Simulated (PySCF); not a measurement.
**Vertical excitation energies**

C3H7F3Ge2O.
InChI=1S/C3H7F3Ge2O/c4-3(5,6)2(9)8-1-7/h1,8H2,7H3

Method: TDDFT CAM-B3LYP/def2-SVPD, vertical, gas phase, core orbitals frozen in the response in PySCF. The structure is a single PBE0-D3(BJ)/def2-SVP conformer in the gas phase; no vibrational or solvent corrections. The CAM-B3LYP/def2-SVPD calculation is non-relativistic and has no spin–orbit coupling, an omission that weighs most on germanium. Torsions of this conformer, `[O:1]=[C:2]([GeH2:3][CH2:4][GeH3:5])[C:6]([F:7])([F:8])[F:9]`: O1–C2–Ge3–C4 -27°, C2–Ge3–C4–Ge5 -73°, O1–C2–C6–F7 -12°.

Q: Predict the UV-vis stick spectrum at this level.

A: 

| state | E (eV) | λ (nm) | f | main configurations (H = HOMO, L = LUMO) |
| --- | --- | --- | --- | --- |
| S1 | 3.50 | 354.5 | 0.0009 | H→L (96%) |
| S2 | 6.44 | 192.4 | 0.0094 | H-1→L (95%) |
| S3 | 6.92 | 179.2 | 0.0060 | H-2→L (77%), H-4→L (18%) |
| S4 | 7.22 | 171.7 | 0.0084 | H→L+1 (70%), H→L+4 (12%) |
| S5 | 7.48 | 165.8 | 0.0033 | H-3→L (82%), H-4→L (15%) |
| S6 | 7.60 | 163.2 | 0.0044 | H→L+2 (70%), H→L+3 (9%) |
| S7 | 7.74 | 160.3 | 0.0012 | H-4→L (43%), H-2→L (13%), H→L+2 (11%) |
| S8 | 7.93 | 156.4 | 0.047 | H-1→L+1 (38%), H-6→L (21%), H-1→L+2 (17%) |
| S9 | 7.97 | 155.5 | 0.083 | H-6→L (33%), H→L+4 (21%), H-1→L+1 (9%) |
| S10 | 8.03 | 154.4 | 0.090 | H-1→L+1 (30%), H→L+4 (27%), H→L+1 (9%) |

Triplets, Tamm–Dancoff:

```tsv
state	E (eV)	λ (nm)	main configurations (H = HOMO, L = LUMO)
T1	2.83	437.5	H→L (96%)
T2	5.75	215.7	H-7→L (52%), H-5→L (16%), H-1→L (15%)
T3	6.34	195.5	H-1→L (77%), H-7→L (14%)
T4	6.74	184.0	H-2→L (60%), H-4→L (21%)
```

The lowest singlet lies at 3.50 eV (354 nm, ultraviolet) and is very weak; its leading configuration is HOMO→LUMO (96%). The most intense listed level is S10 at 8.03 eV (154 nm, f = 0.090), 4.53 eV above S1. It is the last of those listed, so stronger ones may follow. Löwdin shares by element: HOMO oxygen 44%, carbon 27% or more, germanium 13% or more; LUMO carbon 43% or more, oxygen 34%, germanium 8% or more. Weighted by f, the mean energy of these states is 7.85 eV. The oscillator strengths of these states sum to 0.254; summed over the whole spectrum of an exact calculation they would give the number of electrons, 124 (Thomas–Reiche–Kuhn). Orbital energies (eV): HOMO-3 -10.95, HOMO-2 -10.72, HOMO-1 -10.22, HOMO -9.25, LUMO -1.00, LUMO+1 0.69, LUMO+2 0.98. No computed singlet lies in the visible range (380 to 750 nm); the lowest, at 354 nm, stands 0.23 eV above its violet end (3.26 eV); a Tamm–Dancoff triplet lies at 438 nm, without intensity as long as spin–orbit coupling is left out. All these states lie below the vertical ionisation energy of 10.01 eV (ΔSCF). Singlets were solved by full linear response, triplets in the Tamm–Dancoff approximation.
